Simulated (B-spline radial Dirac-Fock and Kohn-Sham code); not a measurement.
**Binding energies of Ge²⁸⁺ at several levels of theory**

System: germanium as Ge²⁸⁺ in the configuration [He] 2s2.

The density-functional columns are spherical, spin-unpolarised Dirac-Kohn-Sham results without Breit or QED terms: −ε is minus the orbital energy of the initial state and ΔSCF the difference of two total energies. The reference in the last column comes from multi-electron Dirac-Fock with separately optimised hole states, Breit and Lamb-shift corrections added in first order. All numbers are from a radial atomic solver, in eV; a selection of levels is shown. For the 1s level of heavy atoms much of the gap between ΔSCF and the reference is the Breit and QED part, -20.0 eV here; for other levels the error of the functional can be larger.

```
  level   LDA −ε  LDA ΔSCF  Dirac-Fock
 K (1s)  13000.4   13241.5     13213.6
L1 (2s)   3018.7    3075.8      3066.3
```

For the outermost level NIST gives 3074 ± 3 eV (semi-empirical); the differences from it are LDA −ε -55.29, LDA ΔSCF +1.80, Dirac-Fock -7.74 eV.

Values without a named source are computed, but for edge energies of neutral atoms, which are taken from tables.
